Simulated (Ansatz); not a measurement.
Geometry optimisation, Ansatz 0.2.0, RKS B3LYP-D4/6-31G.

Input file:

```yaml
crystal:
  periodic: [false, false, false]
  atoms:
    - { symbol: B, position_ang: [-2.6624, 1.4027, 0.9128] }
    - { symbol: C, position_ang: [-1.7218, 0.7796, -0.1044] }
    - { symbol: "N", position_ang: [-0.5767, 0.4453, 0.2753] }
    - { symbol: Al, position_ang: [0.7967, -0.3609, -0.878] }
    - { symbol: Si, position_ang: [2.7234, -1.2574, 0.002] }
    - { symbol: H, position_ang: [-3.792, 1.7757, 0.5402] }
    - { symbol: H, position_ang: [-2.3606, 1.6433, 2.025] }
    - { symbol: H, position_ang: [-1.9995, 0.6316, -1.1349] }
    - { symbol: H, position_ang: [0.2523, -0.828, -2.2817] }
    - { symbol: H, position_ang: [3.19466, -0.46974, 1.15611] }
    - { symbol: H, position_ang: [3.79782, -1.19884, -1.04615] }
    - { symbol: H, position_ang: [2.49802, -2.65071, 0.37491] }
basis:
  gaussian: { orbitals: "6-31G" }
hamiltonian:
  xc: b3lyp
  dispersion: d4
relax:
  f_tol: 0.015
  max_steps: 40
```

Launched with:

```bash
$ ansatz run input.yaml --threads 1 --pin off --max-ram 2048MiB --backend cpu --events-out ev --progress --plain --runs-dir out
```

**Question.** Where does it end, and by what steps?

**Answer.** The run converged. Limits of this set-up: no polarisation functions. After 32 steps the energy has fallen by 1.178 eV; H8 moved furthest, 2.09 Å.

```json
{"step": "0", "energy less start (eV)": "0.0000", "largest force component (eV/Å)": "4.551", "accepted": "yes"}
{"step": "2", "energy less start (eV)": "-0.3359", "largest force component (eV/Å)": "1.976", "accepted": "no"}
{"step": "4", "energy less start (eV)": "-0.5011", "largest force component (eV/Å)": "0.190", "accepted": "yes"}
{"step": "6", "energy less start (eV)": "-0.5310", "largest force component (eV/Å)": "0.768", "accepted": "yes"}
{"step": "8", "energy less start (eV)": "-0.6515", "largest force component (eV/Å)": "0.761", "accepted": "yes"}
{"step": "10", "energy less start (eV)": "-0.8261", "largest force component (eV/Å)": "0.992", "accepted": "yes"}
{"step": "12", "energy less start (eV)": "-1.0482", "largest force component (eV/Å)": "0.598", "accepted": "yes"}
{"step": "14", "energy less start (eV)": "-1.0956", "largest force component (eV/Å)": "0.493", "accepted": "yes"}
{"step": "16", "energy less start (eV)": "-1.1068", "largest force component (eV/Å)": "0.568", "accepted": "no"}
{"step": "18", "energy less start (eV)": "-1.1311", "largest force component (eV/Å)": "0.136", "accepted": "yes"}
{"step": "20", "energy less start (eV)": "-1.1421", "largest force component (eV/Å)": "0.323", "accepted": "yes"}
{"step": "22", "energy less start (eV)": "-1.1536", "largest force component (eV/Å)": "0.281", "accepted": "yes"}
{"step": "24", "energy less start (eV)": "-1.1611", "largest force component (eV/Å)": "0.375", "accepted": "yes"}
{"step": "26", "energy less start (eV)": "-1.1758", "largest force component (eV/Å)": "0.156", "accepted": "yes"}
{"step": "28", "energy less start (eV)": "-1.1772", "largest force component (eV/Å)": "0.027", "accepted": "yes"}
{"step": "30", "energy less start (eV)": "-1.1775", "largest force component (eV/Å)": "0.032", "accepted": "yes"}
{"step": "32", "energy less start (eV)": "-1.1776", "largest force component (eV/Å)": "0.015", "accepted": "yes"}
```

```xyz
12
Properties=species:S:1:pos:R:3
B -2.114 0.999 0.844
C -1.405 1.647 -0.378
N -0.698 0.650 -0.745
Al 0.179 -0.894 -0.992
Si 2.336 -1.107 0.156
H -3.123 0.382 0.677
H -1.574 1.020 1.908
H -1.400 2.617 -0.886
H -0.537 -1.926 -1.978
H 2.440 -0.173 1.332
H 3.488 -0.795 -0.765
H 2.557 -2.508 0.667
```

The run took 2.3 min on 1 thread of Arm Neoverse V2, on a shared host, peak memory 0.19 GiB.
